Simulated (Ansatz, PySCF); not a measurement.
Breaking a bond: LiCl, singlet.

RKS-PBE = restricted PBE/cc-pVDZ run with Ansatz (an electronic-structure program); UCCSD(T) = CCSD(T) on UHF/cc-pVDZ, frozen core (Ansatz); RKS-LDA (SVWN5)/6-31G* = restricted LDA (SVWN5)/6-31G*, spherical d run with PySCF 2.14.0.

Total energies in hartree (comparable only within one method and basis):

```tsv
R / Å	RKS-PBE	UCCSD(T)	RKS-LDA (SVWN5)/6-31G*
1.48	-467.45138	-467.05338	-466.02225
1.61	-467.51755	-467.12286	-466.08413
1.70	-467.54521	-467.15210	-466.10957
1.84	-467.56933	-467.17792	-466.13117
1.87	-467.57235	-467.18123	-466.13377
1.94	-467.57723	-467.18669	-466.13780
2.01	-467.57966	-467.18960	-466.13952
2.09	-467.58016	-467.19054	-466.13935
2.13	-467.57969	-467.19026	-466.13860
2.23	-467.57696	-467.18786	-466.13526
2.31	-467.57355	-467.18461	-466.13148
2.49	-467.56349	-467.17456	-466.12084
2.70	-467.54979	-467.16040	-466.10682
3.02	-467.52870	-467.13787	-466.08561
3.37	-467.50801	-467.11493	-466.06492
3.66	-467.49348	-467.09809	-466.05037
4.05	-467.47777	-467.07871	-466.03451
4.47	-467.46519	-467.06172	-466.02170
4.99	-467.45436	—	-466.01061
5.43	-467.44808	—	-466.00412
6.09	-467.44177	—	-465.99757
6.95	-467.43678	—	-465.99238
7.99	-467.43337	—	-465.98880
```

A dash means that the run gave no value there, or that the column was ended at a point which the program doubted or which failed a test of continuity chosen for this set; such a test can also cut sound points.

The restricted form behind RKS-PBE, RKS-LDA (SVWN5)/6-31G* keeps the bonding electrons paired and can't separate into open-shell fragments. The unrestricted determinant behind UCCSD(T) is spin-contaminated at 4.99 to 7.99 Å (<S²> up to 1.0, against 0.00 for a pure singlet).
